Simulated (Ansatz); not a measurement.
CH$_{7}$AlOSn, SMILES `[CH3][SnH2][O][AlH2]`, relaxed with RKS PBE-D4/def2-SVP in Ansatz 0.2.0 from a rough embedded geometry. The force threshold is 0.03 eV/Å; the program also tests the step.

Charge 0, multiplicity 1. Sn takes the def2 core potential.

Start:

```xyz
11

C    -1.317   -1.073    0.104
Sn   -0.462    0.532   -0.922
O     1.471    0.259   -0.988
Al    2.155    0.521    0.710
H    -2.469   -0.963    0.150
H    -1.131   -2.073   -0.402
H    -0.964   -1.153    1.151
H    -0.790    2.004   -0.094
H    -1.100    0.587   -2.595
H     2.129   -0.663    1.729
H     2.479    2.023    1.157
```

**Question.** How much energy does the relaxation release, and in how many steps? (Estimate.)

**Answer.** The calculation gave: 63.88 kJ/mol, in 17 steps, 3 of them rejected.

**Question.** Which bonds change most? (An estimate is asked.)

**Answer.** Ansatz gave: O3–Al4 from 1.848 to 1.712 Å; C1–Sn2 from 2.089 to 2.166 Å; Sn2–H9 from 1.791 to 1.732 Å; Sn2–O3 from 1.953 to 2.009 Å.

**Question.** Give the relaxed structure. (Estimate.)

**Answer.** Computed: 
```xyz
11

C    -1.424   -1.144    0.126
Sn   -0.797    0.674   -0.870
O     1.036    1.147   -0.197
Al    2.335    0.561    0.751
H    -2.440   -1.428   -0.213
H    -0.715   -1.960   -0.114
H    -1.436   -0.982    1.221
H    -1.785    2.036   -0.465
H    -0.623    0.479   -2.582
H     2.243   -0.893    1.425
H     3.607    1.511    0.919
```
